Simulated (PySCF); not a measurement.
# Basis-set dependence of excited states

Compound: CH₇FOSi₂.
Geometry (PBE0-D3(BJ)/def2-SVP, Å), atoms numbered from 1 in this order:
```xyz
12
CH7FOSi2 angstrom
C     -1.617    0.693    0.121
Si    -0.791   -0.775   -0.682
O      0.765   -0.945   -0.089
Si     2.040   -0.085    0.470
F      1.848    1.467    0.023
H     -1.682    0.558    1.212
H     -2.637    0.837   -0.267
H     -1.037    1.608   -0.078
H     -1.514   -2.044   -0.382
H     -0.717   -0.594   -2.163
H      3.294   -0.585   -0.146
H      2.082   -0.112    1.954
```

TDDFT with PBE0 (PySCF), vertical singlets, core orbitals frozen in the response, spherical d and f functions. One conformer (not necessarily the lowest) at the PBE0-D3(BJ)/def2-SVP geometry, without solvent, vibrations or thermal averaging.

Question: Compare 6-31+G*, aug-cc-pVDZ, def2-TZVP and def2-TZVPD for this molecule.

Answer: 

```
      basis  functions  diffuse  S1 (eV)  S2 (eV)  S3 (eV)  S4 (eV)  S5 (eV)  LUMO (eV)  α (au)
    6-31+G*        112      yes     7.38     7.62     7.76     7.91     8.04       0.03    59.9
aug-cc-pVDZ        186      yes     7.24     7.41     7.66     7.73     7.85      -0.11    67.7
  def2-TZVP        209       no     7.52     7.89     7.89     8.37     8.54       0.33    63.1
 def2-TZVPD        266      yes     7.35     7.56     7.73     7.94     8.02       0.06    67.1
```

States are compared by their number. Against the largest diffuse basis here (def2-TZVPD, itself not a converged limit), sets without diffuse functions differ by up to 0.17 eV in S1 and 0.51 eV in S5; the smaller diffuse sets differ by up to 0.11 and 0.18 eV. State by state, the largest deviation of a set without diffuse functions is S1 0.17, S2 0.33, S3 0.17, S4 0.44, S5 0.51 eV. The same number needn't mean the same state in each row. Against def2-TZVPD the polarisability deviates by -11% in 6-31+G*, +1% in aug-cc-pVDZ, -6% in def2-TZVP. A single + in a Pople set puts diffuse functions on heavy atoms only.

Without π bonds the low states are Rydberg-like; a valence basis with one diffuse set may place them up to an eV too high.
